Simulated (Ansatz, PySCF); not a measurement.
Tautomers of CC(C)=N. Isolated molecules, 0 K electronic values unless said otherwise. One relaxed conformer stands for each flexible species; it need not be the lowest. Strings in code marks are SMILES.

Quantity: electronic energy of isomers of C3H7N relative to `CC(C)=N`, in kcal/mol.

Level 1: PBE-D3(BJ)/def2-TZVP // PBE0-D3(BJ)/def2-TZVP (PySCF)
Level 2: ωB97X-D3(BJ)/def2-TZVP // PBE0-D3(BJ)/def2-TZVP (PySCF)
Level 3: frozen-core MP2/cc-pVTZ // PBE0-D3(BJ)/def2-TZVP (Ansatz, an electronic-structure program)
Level 4: HF/3-21G // PBE0-D3(BJ)/def2-TZVP (PySCF)

```
species    level 1  level 2  level 3  level 4
---------  -------  -------  -------  -------
`C=C(C)N`     3.17     4.55     3.99     0.57
```
